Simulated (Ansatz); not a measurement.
Reaction (hydrogen abstraction from the Si–H bond): `C[SiH](F)F` + F• → `C[Si](F)F`• + H–F

Computed with Ansatz on PBE0-D4/def2-TZVP structures; ΔE is electronic, products minus reactants. CCSD(T)/CBS is the MP2 limit (def2-TZVPP, def2-QZVPP) plus CCSD(T) − MP2 in def2-TZVPP, frozen cores. This one scheme is used for every species, atoms too. DFT in def2-TZVPP. HSE06 is defined as in plane-wave codes. No spin–orbit coupling; open shells (•) take unrestricted orbitals. Spin–orbit coupling would lower the free atoms: a little for F.

(1) Is it downhill or uphill in electronic energy at CCSD(T)/CBS, and by how much? (An estimate is asked.)

(2) What do these levels give: PBE0-D4, r2SCANh-D4, HSE06-D4, ωB97X-V, BLYP, r2SCAN, r2SCANh, r2SCAN0, CAM-B3LYP, HF/def2-TZVPP, HF/def2-QZVPP, SCS-MP2/def2-QZVPP? (Estimate.)

Largest T1 diagnostic among the species: 0.013.

Answers

(1) Ansatz gave: Downhill: ΔE = -39.5 kcal/mol.

(2) The calculation gave: PBE0-D4 -39.4, r2SCANh-D4 -38.6, HSE06-D4 -39.6, ωB97X-V -36.1, BLYP -43.5, r2SCAN -40.6, r2SCANh -38.7, r2SCAN0 -35.9, CAM-B3LYP -38.6, HF/def2-TZVPP -14.1, HF/def2-QZVPP -14.7, SCS-MP2/def2-QZVPP -39.8 kcal/mol.

From BLYP to BHLYP (50 % exact exchange), in def2-TZVPP and without D4, ΔE moves by +13.5 kcal/mol. At CCSD(T), def2-SVP lies +10.0 kcal/mol from the extrapolated value and def2-TZVPP +3.2 kcal/mol. In def2-TZVPP, CCSD(T) changes the Hartree–Fock value by −22.2 kcal/mol (the triples alone add −1.9 kcal/mol) and MP2 by −29.2 kcal/mol.
